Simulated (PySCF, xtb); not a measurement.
C3H4BFO, SMILES [C@@H]1(B(C=C1)O)F. Other conformers were not sampled.

Harmonic wavenumbers (cm⁻¹) from GFN2-xTB (xtb) at its own minimum, in rising order: 110, 188, 320, 416, 568, 613, 638, 756, 834, 882, 892, 986, 1030, 1049, 1080, 1106, 1241, 1278, 1444, 1588, 2924, 3091, 3117, 3588.

Q: What does PBE-D3(BJ)/def2-SVP run with PySCF 2.14.0 give at its own minimum? (An estimate is asked for; the answer gives what the named calculation found.)

A: 122, 195, 332, 429, 564, 572, 638, 749, 825, 898, 953, 975, 988, 1060, 1093, 1114, 1249, 1300, 1470, 1523, 2986, 3057, 3153, 3725. Paired by order, the mean absolute difference is 27 cm⁻¹ and the zero-point energies are 42.5 and 42.8 kcal/mol.
